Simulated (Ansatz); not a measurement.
disilicon carbide (CSi₂), SMILES [Si]=C=[Si] (connectivity only; charge and spin as stated), neutral, multiplicity 1. Atoms are numbered in the order given.

```xyz
3

Si     0.0000     0.0000    -1.6915
C      0.0000     0.0000     0.0000
Si     0.0000     0.0000     1.6915
```
Charge 0, spin multiplicity 1.

Coordinates come from a r2SCAN-D4/def2-TZVP optimisation.

Two levels are set side by side: PBE-D3(BJ)/def2-TZVP (Ansatz, an electronic-structure program) and r2SCAN-D4/def2-TZVP (Ansatz). Each level has its own optimised geometry; the coordinates shown are those of the second. Differences are taken from unrounded values.

```
quantity              r2SCAN-D4
--------------------  ---------
mean bond length (Å)      1.692
bond Si1–C2 (Å)           1.692
bond C2–Si3 (Å)           1.692
```

**Question.** What does PBE-D3(BJ) give, and how far is it from r2SCAN-D4? (Estimate from the structure and the level; the computed values follow.)

**Answer.** 
| quantity | PBE-D3(BJ) | PBE-D3(BJ) minus r2SCAN-D4 |
|---|---|---|
| mean bond length (Å) | 1.703 | 0.012 |
| bond Si1–C2 (Å) | 1.703 | 0.012 |
| bond C2–Si3 (Å) | 1.703 | 0.012 |

On these quantities the two levels nearly agree.
